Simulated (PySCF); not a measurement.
GaSe₂⁻: fields on a plane

All numbers come from B3LYP/[Ga def2-SVPD, Se def2-SVPD], no relativity, density fitting, PySCF.

The singlet minimum has Ga–Se 2.217 Å (×2); Se–Ga–Se 180.0°.

The plane holds Ga1 at (0.00, 0.00), Se2 at (2.22, 0.00), Se3 at (-2.22, 0.00) Å. Columns run from x = -4.35 to 4.65 Å, rows from y = 2.25 (top) to -1.95 Å, in steps of 0.3 Å. Other isomers or separated fragments may lie lower.

Q: Give the electron localisation function (set to 0 where the density is under 0.005 e/Å³). Lower edges of the bins: '0' 0.000, '1' 0.085, '2' 0.169, '3' 0.254, '4' 0.339, '5' 0.423, '6' 0.508, '7' 0.593, '8' 0.678, '9' 0.762; top 0.85.

A: 
```
0000345554211000011245554300000
0013567765432111123456776531000
0024678876543322334567887642000
0235799998655322355689999753200
1247999998764222246789999974210
1258986457873111137875468985210
1268842532762377326723524886210
1368728291661744716619282786310
1368728291661744716619282786310
1268842532762377326723524886210
1258986457873111137875468985210
1247999998764222246789999974210
0235799998655322355689999753200
0024678876543322334567887642000
0013567765432111123456776531000
```

Q: Give the electrostatic potential (V) (cut at 20 V). Lower edges of the bins (V): '0' -4.89, '1' -4.74, '2' -4.51, '3' -4.14, '4' -3.56, '5' -2.63, '6' -1.16, '7' 1.17, '8' 4.87, '9' 10.72; top 20.0.

A: 
```
4333221111233344333211112233344
4332110001223444432210001123344
3322111111234555543211111122334
3322234443345666654334443222334
3333467776556788765567776433334
3335689998778999987789998653333
3346899999889999998899999864333
3346899999989999998999999864333
3346899999989999998999999864333
3346899999889999998899999864333
3335689998778999987789998653333
3333467776556788765567776433334
3322234443345666654334443222334
3322111111234555543211111122334
4332110001223444432210001123344
```

The lowest empty level of this anion is unbound, so it and the gap depend on the basis.
